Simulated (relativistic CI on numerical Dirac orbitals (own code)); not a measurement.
## Hf3+: resonant inelastic scattering at the N6,7 edge

Computed with this model: Dirac-Coulomb-Breit CI, orbitals from a KLI potential per configuration, a model potential for QED, Kramers-Heisenberg scattering through one core-hole configuration in a parametric crystal field, unscaled Slater integrals; configurations [Xe] 4f14 5d → [Xe] 4f13 5d2; 300 K; core-hole width 0.18 eV; summed over polarisations. Incident energies are the highest absorption maxima for each field (at most a few, so the weaker spin-orbit partner edge can be absent), on the computed scale of the free ion. Intensities are in per cent of the strongest line above 0.02 eV; levels within 1 cm⁻¹ are merged; final levels count from the ground level, the first row holds all elastic scattering, lines under 0.4 are left out and each table stops after 24 rows. The scale of the Slater integrals is a model choice and moves the terms in proportion.

Field parameters in Wybourne normalisation: Oh B⁴₀ = 21Dq, B⁴₄ = √(5/14) B⁴₀. The field is a parameter set, without covalency.

S is read from ⟨S²⟩ = S(S + 1).

Oh, 10Dq = 7000 cm⁻¹:

| Final level (eV) | Degeneracy | Irrep | S | 18.7 eV | 19.2 eV |
| --- | --- | --- | --- | --- | --- |
| 0.000 | 4 | Γ8 | 0.50 | 326.5 | 904.6 |
| 0.348 | 2 | Γ7 | 0.50 | 40.0 | 100.0 |
| 1.077 | 4 | Γ8 | 0.50 | 16.2 | 47.8 |

Oh, 10Dq = 15850 cm⁻¹:

| Final level (eV) | Degeneracy | Irrep | S | 18.9 eV | 19.2 eV | 19.8 eV |
| --- | --- | --- | --- | --- | --- | --- |
| 0.000 | 4 | Γ8 | 0.50 | 298.4 | 461.5 | 432.6 |
| 0.320 | 2 | Γ7 | 0.50 | 19.9 | 8.6 | 100.0 |
| 2.117 | 4 | Γ8 | 0.50 | 11.0 | 26.1 | 25.9 |

For the first field the strongest loss at the lowest incident energy is the level at 0.35 eV (S = 0.50, against 0.50 in the thermal ground state).
